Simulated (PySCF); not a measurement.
## Correlation energy of Ir⁻ (iridium, charge -1)

[Xe] 4f14 5d8 6s2, high-spin 3F determinant. Calculation: PySCF 2.14, in aug-cc-pVDZ-PP with ECP60MDF; scalar relativity through the core potential. Frozen: 5s2 5p6; 10 electrons correlated.

```
  level  correlation energy (mhartree)
   CCSD                        -256.59
    (T)                         -11.99
CCSD(T)                        -268.58
```

Diagnostics: T1 = 0.056, D1 = 0.2317, largest double amplitude 0.065.

Spin-orbit coupling, absent here, splits the open shell strongly. T1 exceeds 0.03, a sign that the reference determinant is poor.

Cost of the coupled-cluster step: roughly 6 core-seconds, for 10 correlated electrons.
